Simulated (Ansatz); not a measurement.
Consider the cleavage of the Ga–Ge bond: `[NH2][Ga]([F])[GeH3]` + H₂S → `[NH2][Ga]([F])[SH]` + GeH₄.

Gas-phase electronic energies from Ansatz, PBE0-D4/def2-TZVP geometries. CCSD(T)/CBS is the MP2 limit (def2-TZVPP, def2-QZVPP) plus CCSD(T) − MP2 in def2-TZVPP, frozen cores. This one scheme is used for every species. Functionals use def2-TZVPP. For Ga, Ge outer-core shells are correlated without core-valence functions, which leaves a few kJ/mol of doubt a bond. Scalar relativity is left out up to krypton. One conformer a species, not always the lowest.

| level | ΔE (kcal/mol) |
| --- | --- |
| PBE0-D4 | -9.0 |
| CCSD(T)/def2-TZVPP | -9.6 |
| MP2/def2-QZVPP | -10.3 |
| CCSD/CBS(def2) | -9.2 |

Question: What does CCSD(T)/CBS give? (Estimate.)

Answer: The calculation gave: -9.2 kcal/mol. The listed levels differ from it by 0.2, -0.4, -1.1, 0.0 kcal/mol.

Largest T1 diagnostic among the species: 0.013.

From PBE to PBE0 (25 % exact exchange), in def2-TZVPP and without D4, ΔE moves by −1.2 kcal/mol. In def2-TZVPP, CCSD(T) changes the Hartree–Fock value by +3.0 kcal/mol (the triples alone add −0.0 kcal/mol) and MP2 by +2.1 kcal/mol.
